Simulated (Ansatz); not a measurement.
`C[P+](C)(C)[Cu-][OH]`, one more setting.

```yaml
crystal:
  periodic: [false, false, false]
  atoms:
    - {symbol: C, position_ang: [-0.337116, -1.318441, 0.830655]}
    - {symbol: P, position_ang: [0.012673, 0.162518, 0.103629]}
    - {symbol: C, position_ang: [2.158819, -0.242492, -0.051026]}
    - {symbol: C, position_ang: [-0.697834, -0.387422, -1.599598]}
    - {symbol: Cu, position_ang: [-0.892002, 1.663119, 0.722631]}
    - {symbol: O, position_ang: [-1.423080, 3.733580, 1.308436]}
    - {symbol: H, position_ang: [-0.162876, -1.299049, 2.091410]}
    - {symbol: H, position_ang: [-0.094854, -2.388964, 0.416461]}
    - {symbol: H, position_ang: [-1.856007, -1.187959, 0.946132]}
    - {symbol: H, position_ang: [2.153655, 0.915830, -0.718551]}
    - {symbol: H, position_ang: [2.283221, -1.128896, -0.685885]}
    - {symbol: H, position_ang: [2.321198, 0.006344, 0.963020]}
    - {symbol: H, position_ang: [-0.327902, 0.725732, -2.252755]}
    - {symbol: H, position_ang: [-0.190366, -1.315875, -2.114419]}
    - {symbol: H, position_ang: [-1.351228, -0.463637, -1.714874]}
    - {symbol: H, position_ang: [-1.919898, 3.420018, 2.213782]}
basis:
  gaussian: {orbitals: def2-mTZVP}
hamiltonian: {xc: {name: r2SCAN}, dispersion: rvv10}
accuracy: high
output: {forces: true}
```

```sh
$ ansatz run in.yaml --threads 2 --pin off --events-out ev --progress --plain --max-ram 22528MiB --backend cpu
```

Output, abridged:

```
Functional definition: r2SCAN+rVV10
  name "r2SCAN+rVV10"
  cite "Furness, Kaplan, Ning, Perdew & Sun, J. Phys. Chem. Lett. 11, 8208 (2020) doi:10.1021/acs.jpclett.0c02405"
  cite "Furness, Kaplan, Ning, Perdew & Sun, J. Phys. Chem. Lett. 11, 9248 (2020) doi:10.1021/acs.jpclett.0c03077"
  cite "Vydrov & Van Voorhis, J. Chem. Phys. 133, 244103 (2010) doi:10.1063/1.3521275"
  cite "Sabatini, Gorni & de Gironcoli, Phys. Rev. B 87, 041108(R) (2013) doi:10.1103/PhysRevB.87.041108"
  cite "Ning et al., Phys. Rev. B 106, 075422 (2022) doi:10.1103/PhysRevB.106.075422"
  parent "r2scan"
  parameter k0 = 0.174
  parameter k1 = 0.065
  parameter a1 = 4.9479
  exchange = r2scan_x(k0 = k0, k1 = k1, a1 = a1)
  correlation = r2scan_c + rvv10(11.95, 0.0093)
3541 factors; integrals over basis functions are off by at most 2.8e-8 eV
mean field evaluation 1: about -59203.8364 eV, gradient 1.1e2 eV
mean field evaluation 2: about -59040.1952 eV, gradient 2.2e2 eV
mean field evaluation 4: about -59228.9541 eV, gradient 3.5e1 eV
mean field evaluation 8: about -59231.6612 eV, gradient 3.2e0 eV
mean field evaluation 16: about -59231.6717 eV, gradient 2.0e-3 eV
mean field -59231.67173567 eV, -2176.7237876169 hartree, gradient 4.6e-8 eV, S^2 0.000000; 0 other end points of the search recorded, 0 dependent functions left out
the calculation of the forces begins
reference -59231.67173713 eV, -2176.7237876703 hartree; 40, 40 occupied and 126, 126 virtual orbitals, 3541 factors
Total energy: -59231.67173713 eV, -2176.7237876703 hartree
Atom 0 at    -0.337116    -1.318441     0.830655 Å, force    -4.850095    -4.102853     6.171876 eV/Å
Atom 1 at     0.012673     0.162518     0.103629 Å, force     4.143184    -5.360704    -5.075729 eV/Å
Atom 2 at     2.158819    -0.242492    -0.051026 Å, force    -4.216740     5.549332    -3.644628 eV/Å
Atom 3 at    -0.697834    -0.387422    -1.599598 Å, force    60.238183     9.110737     6.604306 eV/Å
Atom 4 at    -0.892002     1.663119     0.722631 Å, force    -2.762368     8.087030     2.745551 eV/Å
Atom 5 at    -1.423080     3.733580     1.308436 Å, force    -1.149617    -4.072224     2.288420 eV/Å
Atom 6 at    -0.162876    -1.299049     2.091410 Å, force    -0.158725    -0.306899    -3.459187 eV/Å
Atom 7 at    -0.094854    -2.388964     0.416461 Å, force    -0.425577     2.237837     0.586577 eV/Å
Atom 8 at    -1.856007    -1.187959     0.946132 Å, force     3.969668    -0.859682    -0.409140 eV/Å
Atom 9 at     2.153655     0.915830    -0.718551 Å, force     1.174394    -3.676641     1.725695 eV/Å
Atom 10 at     2.283221    -1.128896    -0.685885 Å, force     0.235927     0.329973     0.779059 eV/Å
Atom 11 at     2.321198     0.006344     0.963020 Å, force     1.067296    -0.573819     0.910659 eV/Å
Atom 12 at    -0.327902     0.725732    -2.252755 Å, force    -1.172716    -3.592249     1.217960 eV/Å
Atom 13 at    -0.190366    -1.315875    -2.114419 Å, force    -0.337308     1.894860     1.176430 eV/Å
Atom 14 at    -1.351228    -0.463637    -1.714874 Å, force   -57.361272    -5.907564    -8.662531 eV/Å
Atom 15 at    -1.919898     3.420018     2.213782 Å, force     1.605766     1.242864    -2.955317 eV/Å
Dipole moment:     0.411114    -1.519954    -0.250391 e Å
```

Run time 66 s (2 threads of an AMD EPYC 7R13 on a shared host); peak host memory 0.96 GiB.
